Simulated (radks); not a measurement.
Species: the holmium ion Ho4+. Configuration: [Xe] 4f9.

All-electron calculation, scalar-relativistic Kohn-Sham, r2SCAN, spin-unpolarised, spherical densities, finite nucleus; meta-GGA in the generalised Kohn-Sham scheme; Fermi nuclear charge, rms radius 5.2022 fm. Program: a radial shooting solver on a logarithmic mesh with Libxc functionals.

Energy parts (hartree):
part                       energy
total                 -12613.1913
kinetic                13639.9747
electron-nucleus      -30785.0706
Hartree                 4800.7097
exchange-correlation    -268.8051

Orbitals (lengths in bohr, moments of r in powers of bohr; <r^-3> diverges for s and p1/2):
orbital  occ.  eigenvalue (hartree)  <r^-3>
1s          2             -2044.079       -
2s          2             -344.4401       -
2p          6             -305.2544   13550
3s          2             -78.86987       -
3p          6             -66.83504    2910
3d         10             -51.55384   386.2
4s          2             -17.37687       -
4p          6             -13.38496   654.1
4d         10              -7.96667   73.62
4f          9              -2.04010   11.09
5s          2              -3.62938       -
5p          6              -2.62199   97.30

The highest occupied level is 4f at -55.514 eV. The electron density at the nucleus is 8.47e+05 e/bohr^3 (large components only). Summed over all electrons, <r^2> = 30.64 bohr^2, which gives a Langevin (diamagnetic) susceptibility term of -24.3 x 10^-6 cm^3/mol. The density falls to 0.001 e/bohr^3 at r = 2.99 bohr.
